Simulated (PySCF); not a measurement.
## Excitation energy of Co⁺ by level of theory

Co⁺ [Ar] 3d8 (3F) → Co⁺ [Ar] 3d7 4s1 (5F), as a difference of total energies. Calculation: PySCF 2.14, in dyall-av2z; no relativity, point nucleus. Correlated levels: valence: [Ar] frozen; virtual orbitals above 40 to 60 times the deepest correlated orbital energy dropped. The calculations carry no spin-orbit coupling.

```json
{"method": "UHF", "excitation energy (cm⁻¹)": "-9295.1", "difference from reference (cm⁻¹)": "-12753"}
{"method": "LDA", "excitation energy (cm⁻¹)": "9044.8", "difference from reference (cm⁻¹)": "+5587"}
{"method": "PBE", "excitation energy (cm⁻¹)": "7531.4", "difference from reference (cm⁻¹)": "+4074"}
{"method": "PBE0", "excitation energy (cm⁻¹)": "4826.0", "difference from reference (cm⁻¹)": "+1369"}
{"method": "r2SCAN", "excitation energy (cm⁻¹)": "4659.4", "difference from reference (cm⁻¹)": "+1202"}
{"method": "HSE06", "excitation energy (cm⁻¹)": "4440.2", "difference from reference (cm⁻¹)": "+983"}
{"method": "r2SCAN0", "excitation energy (cm⁻¹)": "2745.0", "difference from reference (cm⁻¹)": "-712"}
{"method": "B97-3", "excitation energy (cm⁻¹)": "6824.7", "difference from reference (cm⁻¹)": "+3367"}
{"method": "MN15", "excitation energy (cm⁻¹)": "12902", "difference from reference (cm⁻¹)": "+9444"}
{"method": "MP2 (valence)", "excitation energy (cm⁻¹)": "6218.4", "difference from reference (cm⁻¹)": "+2761"}
{"method": "SCS-MP2 (valence)", "excitation energy (cm⁻¹)": "6780.5", "difference from reference (cm⁻¹)": "+3323"}
```

Reference: 3457.5 cm⁻¹ (measured; NIST levels, between the centres of gravity of the two terms).

These non-relativistic numbers lack the scalar-relativistic shift.

Errors of the correlated levels include the incompleteness of this basis and the frozen core.
